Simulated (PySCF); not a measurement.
Species: C₇H₁₀NOP.
Numbering: `[CH3:1][CH2:2][P@H:3](=[O:4])[c:5]1[cH:6][cH:7][n:8][cH:9][cH:10]1`

Structure used (GFN2-xTB), in Å, numbered top down from 1:
```
atom  x, y, z in Å
C1     2.2591    0.2057   -1.2349
C2     2.1369    0.5103    0.2510
P3     0.9737   -0.7020    0.9938
O4     1.3563   -2.1012    0.8071
C5    -0.6705   -0.2813    0.3478
C6    -1.3147   -1.1954   -0.4726
C7    -2.5604   -0.8552   -0.9801
N8    -3.1555    0.2952   -0.7194
C9    -2.5381    1.1618    0.0658
C10   -1.2937    0.9274    0.6288
H11    3.0181    0.8293   -1.7025
H12    1.3088    0.3782   -1.7397
H13    2.5325   -0.8393   -1.3715
H14    3.0979    0.3717    0.7537
H15    1.7923    1.5296    0.4248
H16    0.8953   -0.2962    2.3305
H17   -0.8426   -2.1415   -0.6908
H18   -3.1090   -1.5298   -1.6242
H19   -3.0698    2.0866    0.2491
H20   -0.8219    1.6568    1.2705
```

NICS = −σ at a ghost point: NICS(0) at the centroid of the ring atoms, NICS(1) 1 Å to either side along the normal of their mean plane, zz for the tensor component along that normal. Level: GIAO PBE0/pcSseg-1 (PySCF, non-relativistic, gas phase) on the GFN2-xTB geometry, one conformer.

Ring bond lengths (Å), with Mayer bond orders in brackets: C5–C6 1.387 (1.43), C6–C7 1.387 (1.38), C7–N8 1.321 (1.48), N8–C9 1.322 (1.48), C9–C10 1.386 (1.40), C10–C5 1.389 (1.36).

Give the NICS values of each ring in ppm.

```
              ring                                               type  NICS(0)  NICS(1), two faces  NICS(1)zz, two faces  rms pucker (Å)  centre to ring atoms, mean (Å)
C5–C6–C7–N8–C9–C10  6-membered ring with N; formal bonds all aromatic     -7.2       -11.3 / -11.4         -28.6 / -29.1            0.00                            1.37
```

What can be read from them?

- C5–C6–C7–N8–C9–C10: mean NICS(1)zz -28.8 ppm, shielded. For a flat ring without four-coordinate atoms the NICS criterion counts such a value as aromatic.

How equal are the bonds by HOMA? HOMA takes Krygowski's 1993 parameters.

- C5–C6–C7–N8–C9–C10: HOMA 1.00; the largest term is that of C7–N8, α(R − Ropt)² = 0.02. The geometric and the magnetic index point the same way.

Give the inner angles of the rings and the Hirshfeld charges of the ring atoms.

- C5–C6–C7–N8–C9–C10: C5 119.0° (-0.041 e), C6 118.1° (-0.040 e), C7 123.1° (+0.025 e), N8 118.5° (-0.155 e), C9 123.3° (+0.020 e), C10 117.9° (-0.050 e); sum 720.0° against 720° for a flat convex ring.

Rough CPU time on one thread of a shared machine: about 2.2 min. This is the whole shielding run at PBE0/pcSseg-1, SCF included.
